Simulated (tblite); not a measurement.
Species: C5H9GeSi (doublet state).
Numbering: `[CH:1]#[C:2]/[CH:3]=[CH:4]\[GeH2:5][CH:6][SiH3:7]` (hydrogens: H8 on C1; H9 on C3; H10 on C4; H11, H12 on Ge5; H13 on C6; H14, H15, H16 on Si7)
Bond orders are those of one Lewis drawing.

Computed with GFN2-xTB (tblite), gas phase: L-BFGS steps from a force-field or distance-geometry start until the largest atomic force falls under 0.01 eV/Å.

Geometry at step 14:
```
atom  x, y, z in Å
C1     -2.4815   -1.6348    0.1912
C2     -2.1257   -0.6660   -0.4288
C3     -1.7081    0.4459   -1.2010
C4     -0.8251    1.3411   -0.7510
Ge5     0.0604    1.1266    0.9958
C6      1.0530   -0.5047    0.8198
Si7     2.4379   -0.5773   -0.4208
H8     -2.7972   -2.4773    0.7397
H9     -2.1534    0.5178   -2.1932
H10    -0.4967    2.1466   -1.3977
H11     0.9730    2.3052    1.1787
H12    -0.9229    1.1399    2.1337
H13     0.5806   -1.4271    1.1357
H14     3.3093    0.5926   -0.2497
H15     3.2313   -1.8029   -0.2790
H16     1.8575   -0.5166   -1.7716
```

**Question.** What forces act on the atoms?

**Answer.** 
```csv
atom,Fx (eV/Å),Fy (eV/Å),Fz (eV/Å)
C1,-0.001,0.050,-0.022
C2,-0.001,0.085,-0.112
C3,-0.030,-0.075,0.060
C4,-0.024,-0.100,0.064
Ge5,-0.054,0.022,-0.121
C6,0.048,-0.090,-0.003
Si7,0.046,-0.005,0.069
H8,0.053,0.138,-0.079
H9,0.033,-0.007,0.128
H10,-0.111,-0.049,0.048
H11,0.032,0.029,-0.006
H12,-0.019,-0.071,-0.012
H13,0.092,0.112,0.020
H14,-0.022,-0.023,0.000
H15,-0.082,0.018,0.025
H16,0.040,-0.035,-0.059
```

The largest, 0.17 eV/Å, acts on H8; the rms over all components is 0.063 eV/Å. The forces sum to zero within rounding, as they must for an isolated molecule in no field.

**Question.** Give the force on H8 in Eh/bohr and in nN.

**Answer.** 0.168 eV/Å ÷ 51.422 = 0.00326 Eh/bohr, and 0.168 eV/Å × 1.602 = 0.27 nN.

**Question.** How far is this geometry from the end of the optimisation?

**Answer.** 0.051 eV above it, and 0.197 Å rms away after alignment. The bonds farthest from their final lengths, with half the difference of the two atoms' forces along the bond (positive lengthens):

```csv
bond,now (Å),final (Å),force along bond (eV/Å)
C4–Ge5,1.970,1.960,-0.10
C2–C3,1.417,1.408,-0.11
Ge5–H11,1.502,1.507,+0.04
C1–H8,1.054,1.049,-0.06
C6–Si7,1.861,1.857,-0.03
C3–H9,1.090,1.086,-0.04
```

The angle farthest from its final value is C4–Ge5–C6, 104.1° against 111.0°.

What follows is the cost of the whole relaxation. Hardware: Arm Neoverse V1, one thread, no GPU, shared host with 32 logical CPUs at a one-minute load of 14. Cost: 0.61 s of wall time.
